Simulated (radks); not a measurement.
Removal energies from the rubidium ion Rb8+, [Ar] 3d10 4s1, by Delta-SCF beside the eigenvalue of the level emptied. Method: scalar-relativistic Kohn-Sham, PBE, spin-polarised, spherical densities, finite nucleus; Fermi nuclear charge, rms radius of each element as measured or else 0.836 A^(1/3) + 0.57 fm; computed with a radial shooting solver on a logarithmic mesh with Libxc functionals. Open shells are filled with parallel spins first.

4s: final configuration [Ar] 3d10; Delta-SCF (eV) 152.27; -eigenvalue (eV) 143.92
3d: final configuration [Ar] 3d9 4s1; Delta-SCF (eV) 253.46; -eigenvalue (eV) 234.79
3p: final configuration [Ne] 3s2 3p5 3d10 4s1; Delta-SCF (eV) 374.55; -eigenvalue (eV) 356.07
3s: final configuration [Ne] 3s1 3p6 3d10 4s1; Delta-SCF (eV) 447.96; -eigenvalue (eV) 429.33
